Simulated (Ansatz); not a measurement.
Program: Ansatz. Geometries: PBE0-D4/def2-TZVP. ΔE: electronic, gas phase. CCSD(T)/CBS is the MP2 limit (def2-TZVPP, def2-QZVPP) plus CCSD(T) − MP2 in def2-TZVPP, frozen cores. Each species was taken in one conformer, which may not be the lowest.

Consider the cleavage of the B–Si bond: `B[SiH]1BS1` + `C[SiH2][SiH2]S` → `BS[SiH2][SiH2]C` + `B1[SiH2]S1`.

`B[SiH]1BS1`:

Cartesian coordinates in Å:
```
B 0.171 1.620 0.417
Si -0.424 -0.007 -0.513
B 0.445 -1.725 -0.105
S -1.059 -1.668 0.771
H 0.338 2.650 -0.166
H 0.448 1.556 1.577
H -1.247 0.077 -1.746
H 1.328 -2.503 -0.235
```

`C[SiH2][SiH2]S`:

```xyz
12

C     0.463   -0.596    1.702
Si   -0.905   -0.186    0.489
Si   -0.048   -0.025   -1.681
S     1.488    1.480   -1.729
H     0.883   -1.581    1.490
H     0.089   -0.596    2.728
H     1.268    0.139    1.626
H    -1.517    1.134    0.820
H    -1.989   -1.209    0.538
H     0.665   -1.265   -2.089
H    -1.109    0.256   -2.688
H     0.713    2.447   -1.206
```

`BS[SiH2][SiH2]C`:

```xyz
14

B     1.031    0.470   -2.510
S    -0.698    0.265   -2.178
Si   -0.634   -1.284   -0.660
Si    0.293   -0.396    1.295
C    -0.659    1.132    1.818
H     1.328    1.284   -3.330
H     1.857   -0.180   -1.943
H    -2.052   -1.687   -0.451
H     0.114   -2.452   -1.194
H     0.266   -1.433    2.365
H     1.717   -0.059    1.017
H    -0.212    1.580    2.708
H    -1.698    0.884    2.045
H    -0.653    1.876    1.019
```

`B1[SiH2]S1`:

Cartesian coordinates in Å:
```
B -0.944 0.597 -0.337
Si 0.762 -0.178 0.136
S -1.233 -1.000 0.355
H -1.660 1.436 -0.766
H 1.621 -0.927 -0.811
H 1.454 0.071 1.422
```

```json
{"species": "`B[SiH]1BS1`", "CCSD/def2-TZVPP energy (Eh)": "-738.70850"}
{"species": "`C[SiH2][SiH2]S`", "CCSD/def2-TZVPP energy (Eh)": "-1018.68835"}
{"species": "`BS[SiH2][SiH2]C`", "CCSD/def2-TZVPP energy (Eh)": "-1044.07906"}
{"species": "`B1[SiH2]S1`", "CCSD/def2-TZVPP energy (Eh)": "-713.35464"}
```

Task: Work out ΔE.

Result: ΔE = (-1044.07906) + (-713.35464) − (-738.70850) − (-1018.68835) = -0.03685 Eh = -23.1 kcal/mol. CCSD(T)/CBS gives -23.4 kcal/mol.

Largest T1 diagnostic among the species: 0.020.

From PBE to PBE0 (25 % exact exchange), in def2-TZVPP and without D4, ΔE moves by −1.0 kcal/mol.
